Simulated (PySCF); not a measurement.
Potential energy curve for SMILES [CH3][GeH3] (CH6Ge). The Ge2–H8 bond (Ge2 also carries C, H, H; H8 carries nothing else) is pulled apart rigidly from the PBE0/def2-TZVP optimised geometry. Each curve is given relative to its own lowest point near equilibrium.

```tsv
R / Å	A	B	C	D
1.17	49.4	52.4	47.8	47.2
1.23	31.5	33.9	30.1	29.9
1.30	17.0	18.9	16.0	15.9
1.39	6.0	7.1	5.3	5.4
1.45	2.1	2.8	1.7	1.8
1.49	0.7	1.1	0.4	0.5
1.54	0.0	0.1	0.0	0.0
1.57	0.1	0.0	0.2	0.2
1.62	0.8	0.5	1.3	1.1
1.68	2.7	2.0	3.5	3.1
1.78	7.3	6.1	8.8	8.0
1.89	13.9	12.1	16.2	14.8
2.07	26.1	23.2	29.9	27.3
2.33	44.1	39.2	49.9	45.5
2.57	59.4	51.8	66.8	60.7
2.76	69.1	59.8	78.5	71.3
3.10	79.1	69.6	95.5	86.8
3.41	83.6	74.6	106.9	97.5
3.80	86.2	77.5	116.3	107.3
4.17	87.3	78.6	120.5	113.7
4.67	87.8	79.1	120.3	119.2
5.32	88.0	79.3	112.9	123.0
```

Energies in kcal/mol.

**Question.** Which curve belongs to which method? The methods are CASSCF(2,2)/cc-pVDZ run with PySCF; restricted r2SCAN/cc-pVDZ (PySCF); MP2 on RHF/cc-pVDZ, 10 core orbitals frozen (PySCF); unrestricted B3LYP/6-31G*, spherical d run with PySCF.

**Answer.** A is UKS-B3LYP/6-31G*; B is CASSCF(2,2); C is RMP2; D is RKS-r2SCAN.

The unrestricted determinant behind UKS-B3LYP/6-31G* is spin-contaminated at 2.76 to 5.32 Å (<S²> up to 1.0, against 0.00 for a pure singlet). The restricted form behind RMP2, RKS-r2SCAN keeps the bonding electrons paired and can't separate into open-shell fragments. The T1 diagnostic of CCSD on the restricted reference of RMP2 exceeds 0.045 at 3.80 to 5.32 Å. At the longest distance RKS-r2SCAN leaves fractional charges on the fragments, a sign of delocalisation error or of the restricted form.
